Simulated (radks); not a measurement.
Results of a calculation; reference values are marked as such.
Task: All-electron atom: Nb+ in [Kr] 4d3.5 5d0.5 (fractional occupations, a model configuration). Code: a radial shooting solver on a logarithmic mesh with Libxc functionals. Model: Dirac Kohn-Sham, PBE, spin-unpolarised, spherical densities, finite nucleus; open shells fill j = l - 1/2 first; Fermi nuclear charge, rms radius 4.324 fm. Some entries of the table are withheld. Estimate them.

| orbital | occ. | eigenvalue (hartree) | <1/r> (bohr^-1) |
|---|---|---|---|
| 1s1/2 | 2 | -691.2124 | 42.40 |
| 2s1/2 | 2 | -96.96352 | 9.626 |
| 2p1/2 | 2 | -89.01295 | (1) |
| 2p3/2 | 4 | -85.49309 | (2) |
| 3s1/2 | 2 | -16.46937 | 3.275 |
| 3p1/2 | 2 | -13.47566 | 3.172 |
| 3p3/2 | 4 | -12.90557 | 3.067 |
| 3d3/2 | 4 | -7.62005 | 2.871 |
| 3d5/2 | 6 | -7.51393 | 2.844 |
| 4s1/2 | 2 | -2.49327 | 1.176 |
| 4p1/2 | 2 | -1.66828 | 1.053 |
| 4p3/2 | 4 | -1.59100 | 1.023 |
| 4d3/2 | 3.5 | (3) | 0.6867 |
| 4d5/2 | 0 | (4) | 0.6796 |
| 5d3/2 | 0.5 | (5) | 0.1734 |
| 5d5/2 | 0 | (6) | 0.1729 |

Result: 
(1) 2p1/2 <1/r> (bohr^-1): 9.601
(2) 2p3/2 <1/r> (bohr^-1): 9.164
(3) 4d3/2 eigenvalue (hartree): -0.43948
(4) 4d5/2 eigenvalue (hartree): -0.43283
(5) 5d3/2 eigenvalue (hartree): -0.11793
(6) 5d5/2 eigenvalue (hartree): -0.11747
